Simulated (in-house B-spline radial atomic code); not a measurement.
Orbital energies and mean radii along the 38-electron series, configuration [Kr] 4d2. The effective charge is n√(-2ε), a non-relativistic measure. Computed with an all-electron radial atomic-structure program (B-spline basis): Dirac-Hartree-Fock, average of the configuration, finite nuclei.

```
  ion   Z  energy of 4d5/2 (Eh)  mean radius of 4d5/2 (bohr)  energy of 3p3/2 (Eh)  mean radius of 3p3/2 (bohr)  energy of 4p3/2 (Eh)  mean radius of 4p3/2 (bohr)  energy of 4d3/2 (Eh)  mean radius of 4d3/2 (bohr)  effective charge of 4d5/2
Pm23+  61                -26.55                      0.58631               -75.616                      0.25895               -30.903                      0.57614               -26.779                      0.58049                     29.148
Sm24+  62               -28.494                      0.56937               -79.867                       0.2535               -33.009                      0.56115               -28.747                      0.56355                     30.196
Eu25+  63               -30.503                      0.55342               -84.236                      0.24828               -35.181                      0.54694               -30.781                      0.54759                     31.242
Gd26+  64                     ?                            ?                     ?                            ?                     ?                            ?                     ?                            ?                          ?
Tb27+  65                     ?                            ?                     ?                            ?                     ?                            ?                     ?                            ?                          ?
Dy28+  66                -36.91                      0.51071               -98.047                      0.23376                -42.09                      0.50832               -37.277                      0.50483                     34.367
Ho29+  67               -39.172                      0.49794               -102.89                      0.22927               -44.525                      0.49663               -39.573                      0.49205                     35.405
Er30+  68               -41.499                      0.48582               -107.84                      0.22494               -47.025                      0.48546               -41.936                       0.4799                     36.441
```

Q: Fill in the row of Gd26+.

A: energy of 4d5/2 (Eh): -32.575; mean radius of 4d5/2 (bohr): 0.53838; energy of 3p3/2 (Eh): -88.722; mean radius of 3p3/2 (bohr): 0.24325; energy of 4p3/2 (Eh): -37.418; mean radius of 4p3/2 (bohr): 0.53343; energy of 4d3/2 (Eh): -32.881; mean radius of 4d3/2 (bohr): 0.53254; effective charge of 4d5/2: 32.286.

Q: Fill in the row of Tb27+.

A: energy of 4d5/2 (Eh): -34.71; mean radius of 4d5/2 (bohr): 0.52416; energy of 3p3/2 (Eh): -93.326; mean radius of 3p3/2 (bohr): 0.23842; energy of 4p3/2 (Eh): -39.721; mean radius of 4p3/2 (bohr): 0.52057; energy of 4d3/2 (Eh): -35.046; mean radius of 4d3/2 (bohr): 0.51831; effective charge of 4d5/2: 33.328.

Q: How does the screening of 4d5/2 change?

A: Z less the effective charge goes from 31.85 at Z = 61 to 31.56 at Z = 68.
